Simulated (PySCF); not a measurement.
C3H11BSi, SMILES CB(C)C[SiH3]. Atoms are numbered in the order given.

```xyz
16

Si     1.7985    -0.3044    -0.1170
C      0.2927    -0.1273     1.0102
B     -0.9634     0.1522     0.1206
C     -1.4145     1.6362    -0.1482
C     -1.7528    -1.0338    -0.5496
H      3.0374    -0.5310     0.6899
H      1.9949     0.9311    -0.9373
H      1.6281    -1.4603    -1.0508
H      0.2294    -1.0756     1.5701
H      0.5326     0.6965     1.7034
H     -1.9582     1.7792    -1.0947
H     -2.1316     1.8829     0.6596
H     -0.6030     2.3765    -0.0746
H     -2.8398    -0.8520    -0.5693
H     -1.4456    -1.0676    -1.6130
H     -1.5578    -2.0289    -0.1231
```

Geometry optimised at PBE0-D3(BJ)/def2-SVP. This is a generated structure with no PubChem entry under its InChIKey; it may be hypothetical. One conformer was computed; it need not be the lowest.

All values below come from PBE/pcSseg-1 in PySCF.

GIAO shieldings, no solvent; atoms alike by connectivity are averaged. δ = σ(ref) − σ: ²⁹Si against TMS (σ = 335.4 ppm); ¹³C against TMS (σ = 182.0 ppm); ¹¹B against BF3 (σ = 83.9 ppm); ¹H against TMS (σ = 31.49 ppm), references at their B3LYP-D3(BJ)/def2-TZVP geometries, non-relativistic.

```json
[
 {"atoms": "Si1", "nucleus": "²⁹Si", "count": "1", "δ (ppm)": "(withheld)"},
 {"atoms": "C2", "nucleus": "¹³C", "count": "1", "δ (ppm)": "21.8"},
 {"atoms": "C4, C5", "nucleus": "¹³C", "count": "2", "δ (ppm)": "(withheld)"},
 {"atoms": "B3", "nucleus": "¹¹B", "count": "1", "δ (ppm)": "73.6"},
 {"atoms": "H6, H7, H8", "nucleus": "¹H", "count": "3", "δ (ppm)": "4.27"},
 {"atoms": "H9, H10", "nucleus": "¹H", "count": "2", "δ (ppm)": "1.63"},
 {"atoms": "H11, H12, H13, H14, H15, H16", "nucleus": "¹H", "count": "6", "δ (ppm)": "(withheld)"}
]
```

### Question
Fill in the missing entries. (Estimate from the structure and the level; the computed values follow.)

### Answer

- C4, C5, δ (ppm): 17.7
- H11, H12, H13, H14, H15, H16, δ (ppm): 1.16
- Si1, δ (ppm): -72.8
